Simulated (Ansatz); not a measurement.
`F[Si@H]1[GaH][C@@H]1[SiH3]` → `F[SiH]1[CH2][GaH]1` + `[SiH2]` at 298.15 K and 1 bar (silylene formation by 1,1-elimination).

Isolated molecules relaxed with PBE0-D4/def2-TZVP in Ansatz; ΔE leaves out vibrations. CCSD(T)/CBS is the MP2 limit (def2-TZVPP, def2-QZVPP) plus CCSD(T) − MP2 in def2-TZVPP, frozen cores. This one scheme is used for every species. For Ga outer-core shells are correlated without core-valence functions, which leaves a few kJ/mol of doubt a bond. Scalar relativity is left out up to krypton.

```json
{"species": "`F[Si@H]1[GaH][C@@H]1[SiH3]`", "CCSD(T)/CBS energy (Eh)": "-2643.56523", "H − E (kJ/mol)": "179.4", "S (J/(mol·K))": "388.8"}
{"species": "`F[SiH]1[CH2][GaH]1`", "CCSD(T)/CBS energy (Eh)": "-2353.27429", "H − E (kJ/mol)": "131.5", "S (J/(mol·K))": "327.7"}
{"species": "`[SiH2]`", "CCSD(T)/CBS energy (Eh)": "-290.19011", "H − E (kJ/mol)": "40.6", "S (J/(mol·K))": "207.5"}
```

H − E and S are ideal-gas, rigid-rotor, harmonic terms from PBE0-D4/def2-TZVP, for one conformer and one mirror image of each species. 1 Eh = 2625.50 kJ/mol, R = 8.31446 J/(mol·K).

Q: By hand: ΔE, ΔH, ΔS and ΔG.

A: ΔE = (-2353.27429) + (-290.19011) − (-2643.56523) = 0.10083 Eh = 264.7 kJ/mol. Δ(H − E) = 131.5 + 40.6 − 179.4 = -7.3, so ΔH = 257.4 kJ/mol. ΔS = 327.7 + 207.5 − 388.8 = 146.4 J/(mol·K). ΔG = 257.4 − 298.15 × (146.4)/1000 = 213.8 kJ/mol.

Q: By hand: the equilibrium constant, and the temperature at which ΔG would vanish if ΔH and ΔS stayed fixed.

A: log₁₀ K = −ΔG/(RT ln 10) = -37.5. ΔG = 0 at ΔH/ΔS = 1758 K.

The number of gas molecules changes by +1, which sets the sign of ΔS. A doubt of 5 kJ/mol in ΔE shifts log₁₀ K by 0.9 here. Other conformers and mirror images would add mixing entropy, several J/(mol·K) or more a flexible species. These are equilibria of isolated gas molecules and say nothing of rates. Largest T1 diagnostic: 0.014 (customary marks: 0.02 for closed shells, 0.045 for open ones).
